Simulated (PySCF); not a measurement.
Computed data sheet: [MnO4]-, `[O]=[Mn-](=[O])(=[O])=[O]`

[MnO4]- (charge -1 and singlet state).
Geometry (PBE0-D3(BJ)/def2-SVP, Å), atoms numbered from 1 in this order:
```
atom  x, y, z in Å
Mn1   -0.0009    0.0001    0.0005
O2     0.0168   -0.0243    1.5754
O3     1.4780    0.0074   -0.5379
O4    -0.7468    1.2948   -0.4989
O5    -0.7470   -1.2780   -0.5390
```

PBE0-D3(BJ)/def2-SVP geometry optimisation, gas phase (PySCF):

```yaml
Point_group: Td
Rotational_constants_A_B_C: 4.782, 4.779, 4.770 GHz
```

wB97X-D/def2-SVPD ground state and vertical TDDFT (core frozen in the response) (PySCF):

```yaml
HOMO_energy: -5.14 eV
LUMO_energy: 3.12 eV
HOMO–LUMO_gap: 8.26 eV
Lowest_singlet_excitation: 2.49 eV (497 nm, f = 0.000 summed over 3 states within 0.01 eV)
Strongest_line_among_the_15_lowest_singlet_transitions: S4/S5/S6 at 3.09 eV (401 nm, f = 0.030 summed over these states)
Lowest_triplet_excitation_Tamm–Dancoff: 2.00 eV
Static_isotropic_polarisability: 53.6 au
Electronic_spatial_extent_⟨r²⟩_about_the_centre_of_nuclear_charge: 383 bohr²
```

Monoisotopic mass of the ion (most abundant isotopes, electron mass counted): 118.9183 u.

The rotational constants are those of a spherical top; the small spread among constants that symmetry makes equal is optimisation noise. S1 lies 5.77 eV below the HOMO–LUMO gap. The 15 singlets span 2.49 to 4.63 eV, and their oscillator strengths add up to 0.04. With B = h/(8π²I), that is 505.379 GHz u Å² over I, the principal moments of inertia are 105.7, 105.7 and 106.0 u Å² (most abundant isotopes). The polarisability is 7.95 Å³ as a volume (1 au = 0.148185 Å³), or 0.92 au for each of the 58 electrons. 6 of the 15 computed singlets lie in the visible range (750 to 380 nm, 1.65 to 3.26 eV), with an oscillator strength of 0.030 in sum. The principal polarisabilities are 53.5, 53.6 and 53.7 au; their mean is the isotropic value.

 The geometry's basis has no diffuse functions, a weakness for an anion.
